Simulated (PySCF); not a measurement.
UHF on Cr⁺ (chromium, charge +1)

Configuration: [Ar] 3d5, high-spin 6S determinant. All numbers are calculated (PySCF 2.14, the spin-free X2C one-electron Hamiltonian (Gaussian nucleus), in x2c-TZVPall (6s5p4d1f, 48 functions)).

```
Total energy                        : -1049.422419 hartree
One-electron energy                 : -1441.3504 hartree
Hartree (Coulomb) energy            : 440.0167 hartree
Exchange energy                     : -48.0886 hartree
⟨S²⟩                                : 8.7501
⟨L²⟩                                : 0.000
Sum of ⟨r⟩                          : 16.58 bohr
Sum of ⟨r²⟩                         : 20.94 bohr²
Langevin diamagnetic susceptibility : -16.6 ×10⁻⁶ cm³/mol
Time after the integrals            : 0.16 s of wall time on 1 thread of Neoverse-V1 (shared host)
```

```csv
shell,electrons,mean orbital energy (eV),"rms radius, mean of both spins (bohr)"
1s β,1,-6049.3,0.0734
1s α,1,-6049.3,0.0734
2s α,1,-731.23,0.316
2s β,1,-728.58,0.316
2p α,3,-612.60,0.287
2p β,3,-609.93,0.287
3s α,1,-102.90,0.973
3s β,1,-93.504,0.973
3p α,3,-69.349,1.06
3p β,3,-57.745,1.06
3d α,5,-17.530,1.52
```

Densities and radii are taken from the X2C orbitals without a picture-change correction, which distorts them close to the nucleus.
